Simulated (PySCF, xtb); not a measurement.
HSe, SMILES [SeH] (connectivity only; charge and spin as stated), charge -1, multiplicity 1.

Harmonic wavenumbers (cm⁻¹) from GFN2-xTB (xtb) at its own minimum, in rising order: 2469.

**Question.** What does PBE0-D3(BJ)/def2-TZVPD (PySCF) give at its own minimum? (The exact figures need the calculation; the answer reports its results.)

**Answer.** 2394. Paired by order, the mean absolute difference is 76 cm⁻¹ and the zero-point energies are 3.5 and 3.4 kcal/mol.
